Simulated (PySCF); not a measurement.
Numbering as in the mapped SMILES `[CH3:1][SiH:2]([OH:3])[OH:4]` (H(Xn): hydrogen on atom n).

GIAO PBE0/pcSseg-1 shifts (PySCF 2.14, gas phase, non-relativistic, equivalent atoms averaged), each against references optimised in the same way as the molecule (TMS, H2O).

On the GFN2-xTB geometry: C1 1.9, Si2 -15.6, O3/O4 43.6, H(Si2) 5.30, H(O3)/H(O4) 1.48, H(C1) 0.09 ppm.

Q: What changes on the PBE0-D3(BJ)/def2-SVP geometry?

A: 
| atoms | δ (ppm) | change |
| --- | --- | --- |
| C1 | -2.6 | -4.5 |
| Si2 | -10.0 | +5.6 |
| O3/O4 | 69.7 | +26.1 |
| H(Si2) | 5.09 | -0.21 |
| H(O3)/H(O4) | 1.67 | +0.19 |
| H(C1) | 0.23 | +0.14 |

Bonds between heavy atoms that differ most (equivalent bonds averaged): C1–Si2 1.892 → 1.850 Å, Si2–O3 1.629 → 1.665 Å. Mean change of bonds to hydrogen: C–H +0.015 Å, Si–H +0.035 Å, O–H +0.008 Å. The two structures also differ in conformation, which adds to the changes.
